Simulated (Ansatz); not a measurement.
Species: SiHCl2F, charge 0, singlet. SiHCl2F (dichloro(fluoro)silane, SMILES F[SiH](Cl)Cl).
B3LYP-D3(BJ)/def2-TZVP minimum from Ansatz (an electronic-structure program):
```
Si
F 1 1.5869
H 1 1.4618 2 109.09
Cl 1 2.0347 3 110.36 2 -118.90
Cl 1 2.0347 3 110.36 2 118.90
```

Atomisation energy term by term, kcal/mol (programs: Ansatz). UHF or UKS for unpaired electrons; spin-orbit terms are left out. Cores are frozen in correlated methods. Rows without X2C or -DK are non-relativistic. CBS(X,Y): correlation extrapolated as X^-3, Hartree-Fock from the larger set (Q,5: extrapolated as (X+1)exp(-9√X)). A bracket is a step between two methods taken in the basis named. 'core' is core correlation in cc-pwCVTZ (1s frozen past Ne), 'X2C' scalar relativity in cc-pVTZ-DK, both at CCSD(T). For partners of very few electrons the exact lower level stands in for a higher one.

```csv
term,basis,kcal/mol
Hartree-Fock,"CBS(cc-pV(Q+d)Z,cc-pV(5+d)Z)",315.69
CCSD correlation,"CBS(cc-pV(Q+d)Z,cc-pV(5+d)Z)",96.47
(T),"CBS(cc-pV(Q+d)Z,cc-pV(5+d)Z)",8.68
CCSDT(Q) - CCSD(T),cc-pV(D+d)Z,0.39
core correlation,cc-pwCVTZ,0.15
scalar relativity,"X2C, cc-pVTZ-DK",-1.42
sum: De,,420.0
```
